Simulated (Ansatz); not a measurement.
`[SiH3][GeH2][SiH3]` → `[SiH3][GeH3]` + `[SiH2]` at 400 K and 1 bar (silylene loss).

Calculated with Ansatz (gas phase, PBE0-D4/def2-TZVP geometries, no zero-point term in ΔE). CCSD(T)/CBS is the MP2 limit (def2-TZVPP, def2-QZVPP) plus CCSD(T) − MP2 in def2-TZVPP, frozen cores. This one scheme is used for every species. For Ge outer-core shells are correlated without core-valence functions, which leaves a few kJ/mol of doubt a bond. Scalar relativity is left out up to krypton.

```tsv
species	CCSD(T)/CBS energy (Eh)	H − E (kJ/mol)	S (J/(mol·K))
`[SiH3][GeH2][SiH3]`	-2659.07062	207.3	400.1
`[SiH3][GeH3]`	-2368.78170	150.2	319.5
`[SiH2]`	-290.19011	44.2	218.1
```

H − E and S are ideal-gas, rigid-rotor, harmonic terms from PBE0-D4/def2-TZVP. 1 Eh = 2625.50 kJ/mol, R = 8.31446 J/(mol·K).

Question: By hand: ΔE, ΔH, ΔS and ΔG.

Answer: ΔE = (-2368.78170) + (-290.19011) − (-2659.07062) = 0.09881 Eh = 259.4 kJ/mol. Δ(H − E) = 150.2 + 44.2 − 207.3 = -12.9, so ΔH = 246.5 kJ/mol. ΔS = 319.5 + 218.1 − 400.1 = 137.5 J/(mol·K). ΔG = 246.5 − 400 × (137.5)/1000 = 191.5 kJ/mol.

Question: By hand: the equilibrium constant, and the temperature at which ΔG would vanish if ΔH and ΔS stayed fixed.

Answer: log₁₀ K = −ΔG/(RT ln 10) = -25.0. ΔG = 0 at ΔH/ΔS = 1793 K.

The number of gas molecules changes by +1, which sets the sign of ΔS. A doubt of 5 kJ/mol in ΔE shifts log₁₀ K by 0.7 here. These are equilibria of isolated gas molecules and say nothing of rates. Largest T1 diagnostic: 0.014 (customary marks: 0.02 for closed shells, 0.045 for open ones).
